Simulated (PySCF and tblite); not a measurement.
Values are calculated unless marked as measured or tabulated.
C₅H₆O₂, numbered as in [CH2:1]=[CH:2][O:3][C:4](=[O:5])[CH:6]=[CH2:7].

The ensemble was built from 150 distance-geometry starts (ETKDG and KDG, MMFF94s, GFN2-xTB) and rests on PBE0-D3(BJ)/def2-SVP geometries. Free energies are B3LYP-D3(BJ)/def2-TZVP (IEF-PCM, chloroform) single points with GFN2-xTB rigid-rotor and vibrational terms (modes under about 100 cm⁻¹ blended into free rotors). Symmetry numbers and mirror images are counted. Conformers within 3 kcal/mol (GFN2-xTB free energy) were kept, 8 at most. GIAO shieldings: WP04/pcSseg-1 (IEF-PCM, chloroform). Shifts are against TMS (¹H), TMS (¹³C) at the same level; of two unlike H on one atom, a is the less shielded. (PySCF 2.14, tblite 0.8.)

List the conformer-averaged shifts at 298.15 K.

¹H: 7.54 (H2, 1H), 6.80 (H7a, 1H), 6.27 (H7b, 1H), 6.02 (H6, 1H), 5.06 (H1a, 1H), 4.80 (H1b, 1H) ppm. ¹³C: 168.2 (C4), 149.0 (C2), 145.0 (C7), 134.0 (C6), 103.4 (C1) ppm.

How do the conformers differ?

Torsions listed: C1–C2–O3–C4, C2–O3–C4–O5, O3–C4–C6–C7.
```json
{"conformer": "1", "shape": "179°, -1°, -179°", "weight %": "62.3"}
{"conformer": "2", "shape": "180°, 0°, 1°", "weight %": "37.4"}
{"conformer": "3", "shape": "1°, 0°, 180°", "weight %": "0.2"}
{"conformer": "4", "shape": "0°, 0°, 0°", "weight %": "0.1"}
```

```tsv
signal	1	2	3	4	average
H1a	5.06	5.05	6.46	6.38	5.06
H1b	4.80	4.78	4.93	4.90	4.80
H2	7.56	7.53	6.24	6.27	7.54
H6	6.07	5.93	6.03	5.87	6.02
H7a	6.84	6.75	6.80	6.61	6.80
H7b	6.24	6.34	6.19	6.24	6.27
C1	103.9	102.6	110.4	109.4	103.4
C2	149.1	148.8	152.8	152.5	149.0
C4	168.9	167.0	171.8	170.1	168.2
C6	133.7	134.6	135.0	136.3	134.0
C7	145.6	144.1	144.4	142.5	145.0
```

Shifts are unscaled: against experiment ¹³C can be off by 15 ppm or more and ¹H by 0.8 ppm.
